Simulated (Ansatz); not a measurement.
iodine atom (I), doublet (all electrons, no relativity); B3LYP/6-311G** (Ansatz, a quantum-chemistry and plane-wave program).

The Ansatz input:
Ansatz 0.2 input:
```yaml
crystal:
  periodic: [false, false, false]
  atoms:
    - {symbol: I, position_ang: [0.00000000, 0.00000000, 0.00000000]}
basis:
  gaussian:
    orbitals: 6-311G__.json
    point_charges:
      - {charge: 0.5, position_ang: [0.8619, -2.8274, -0.5126]}
hamiltonian:
  xc: b3lyp
magnetization: {spin_polarized: true, initial_magnetization: 1}
```
The basis file holds 6-311G** in the JSON format of the Basis Set Exchange.

The log (banner, timings and long lists left out):

```
Functional definition: B3LYP
382 factors; integrals over basis functions are off by at most 3.0e-4 eV
mean field evaluation 1: about -188289.4119 eV, gradient 4.3e0 eV
mean field evaluation 2: about -188289.4629 eV, gradient 3.9e0 eV
mean field evaluation 4: about -188289.4880 eV, gradient 1.1e-1 eV
mean field evaluation 8: about -188289.4880 eV, gradient 2.0e-3 eV
mean field evaluation 16: about -188289.4880 eV, gradient 6.1e-5 eV
mean field -188289.48799396 eV, -6919.5110565791 hartree, gradient 7.4e-6 eV, S^2 0.751563; 2 other end points of the search recorded, 0 dependent functions left out
reference -188289.48813078 eV, -6919.5110616071 hartree; 27, 26 occupied and 35, 36 virtual orbitals, 382 factors
Total energy: -188289.48813078 eV, -6919.5110616071 hartree
```
